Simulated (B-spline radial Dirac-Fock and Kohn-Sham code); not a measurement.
**K-line shifts caused by a second vacancy in Ti⁴⁺**

System: the Ti⁴⁺ ion, [Ne] 3s2 3p6.

Level of theory: Dirac-Fock energy differences between relaxed states, corrected for Breit and QED terms; an atomic code on a B-spline grid. Each two-hole energy is an average over J within one jj subconfiguration, not an observable level; in light atoms, where LS coupling holds, the j-resolved values are not observed lines, and for a K spectator the Kα1 hypersatellite is nearly forbidden. No correlation.

Lines without a spectator: Kα2 (K-L2) 4502.4 eV, Kα1 (K-L3) 4508.1 eV, Kβ3 (K-M2) 4937.8 eV, Kβ1 (K-M3) 4938.5 eV. Shifts in eV with one spectator hole (a dash: not computed, or left out as unreliable):

```
spectator hole     Kα2     Kα1    Kβ3    Kβ1
    L2 (2p1/2)  +19.37  +23.86      –  +60.1
    L3 (2p3/2)  +22.68  +21.56  +58.9      –
    M2 (3p1/2)       –   +1.69  +6.70  +8.04
    M3 (3p3/2)   +1.58       –  +7.82  +7.45
```

Task: Where does the K-L3 hypersatellite lie, emitted when both K electrons are missing?

Result: +228.3 eV from the normal line, at 4736.4 eV. Removing both K electrons costs 10387.7 eV, which is 314.6 eV more than twice the K binding energy. In light atoms the observed hypersatellite is the ¹S₀ → ¹P₁ component, which lies below this average, and the triplet component is nearly forbidden.

With n spectator holes in 2p, averaged over the 2p shell (energies in eV):

```
n    KαLⁿ   step  hypersatellite KαʰLⁿ
0  4506.2      –                4734.1
1  4528.5  +22.3                4757.8
2  4552.2  +23.7                4782.9
3  4577.3  +25.1                4809.4
4  4603.8  +26.5                4837.2
5  4631.7  +27.8                4866.4
```
